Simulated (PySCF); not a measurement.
diphosphane (H4P2), SMILES PP. Heavy atoms are numbered as in [PH2:1][PH2:2]. Hydrogens are named by the atom that carries them.

Geometry optimised at B3LYP-D3(BJ)/def2-TZVP.

Computed with PBE/def2-TZVPD run with PySCF.

ESP charges are fitted to the potential on shells at 1.4 to 2.0 van der Waals radii. Atomic charges (e), one atom of each kind:

```csv
atom,meta-Löwdin,ESP fit
P1 (PH2),-0.04,-0.23
H on P1,0.02,0.11
```
